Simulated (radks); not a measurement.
Values are calculated unless marked as measured or tabulated.
Task: Valence configurations of the silicon ion Si+ (all share [Ne]). Code: a radial shooting solver on a logarithmic mesh with Libxc functionals. Model: scalar-relativistic Kohn-Sham, r2SCAN, spin-polarised, spherical densities, finite nucleus; open shells are filled with parallel spins first; meta-GGA in the generalised Kohn-Sham scheme; Fermi nuclear charge, rms radius 3.1224 fm. Order these by energy: 3s1 3p2; 3s0.5 3p2.5; 3s2 3p1; 3s1.5 3p1.5; 3p3.

Result: From the lowest, in eV above it: 3s2 3p1 0.000; 3s1.5 3p1.5 2.760; 3s1 3p2 4.531; 3s0.5 3p2.5 8.563; 3p3 12.588. NIST lists [Ne] 3s2 3p1 as the ground configuration; this level of theory agrees among the configurations tried. The energies are those of spherical high-spin densities, not of single terms.
